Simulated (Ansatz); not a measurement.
**C3H8SSi: which of these isomers lies lowest?**

2 of its isomers, all singlets with charge 0: A = `C=CS[SiH2]C`; B = `C=CCS[SiH3]`.

Shapes, held fixed at every level: PBE0-D4/def2-TZVP. Flexible molecules stand in one conformer, not always the lowest. Programs: Ansatz 0.2.0.

A:

```xyz
13

C    -0.8455    2.5008    1.6908
C    -0.5513    1.7096    0.6676
S     0.6907    0.4662    0.7378
Si   -0.1130   -0.9302   -0.6727
C     1.2132   -2.1903   -1.0251
H    -0.3699    2.3896    2.6584
H    -1.5736    3.2948    1.5752
H    -1.0399    1.8389   -0.2941
H    -0.5039   -0.1739   -1.8947
H    -1.3363   -1.5808   -0.1307
H     0.8457   -2.9338   -1.7367
H     1.5053   -2.7117   -0.1111
H     2.0990   -1.7139   -1.4495
```

B:

```xyz
13

C    -1.4556   -0.7205    0.9775
C    -0.2632   -1.1602    0.5977
C     1.0085   -0.4415    0.8649
S     1.8602    0.0724   -0.6755
Si    0.3434    1.2773   -1.5642
H    -1.5671    0.2050    1.5337
H    -2.3604   -1.2701    0.7471
H    -0.1791   -2.0831    0.0296
H     0.8453    0.4364    1.4922
H     1.7338   -1.0891    1.3637
H    -0.7721    0.4931   -2.1508
H     1.0390    2.0237   -2.6424
H    -0.2124    2.2217   -0.5586
```

Electronic energies in kJ/mol, without zero-point or thermal terms.

```tsv
level	kind	B − A
PBE-D4/def2-TZVPP	GGA	+45.9
B3LYP-D4/def2-TZVPP	global hybrid	+43.0
BHLYP-D4/def2-TZVPP	global hybrid	+41.3
PBE0-D4/def2-TZVPP	global hybrid	+44.5
MP2/def2-SVP	perturbation theory	+32.4
CCSD/def2-TZVPP	coupled cluster or CI	+40.9
CCSD(T)/CBS estimate	coupled cluster or CI	+41.8
```

The highest level, CCSD(T)/CBS estimate, puts A lowest of these. All levels agree on that. The B − A difference spans +32.4 to +45.9 kJ/mol over the levels. The CBS estimate extrapolates MP2 from def2-TZVPP and def2-QZVPP and adds CCSD(T) − MP2 in the triple-zeta set, cores frozen.
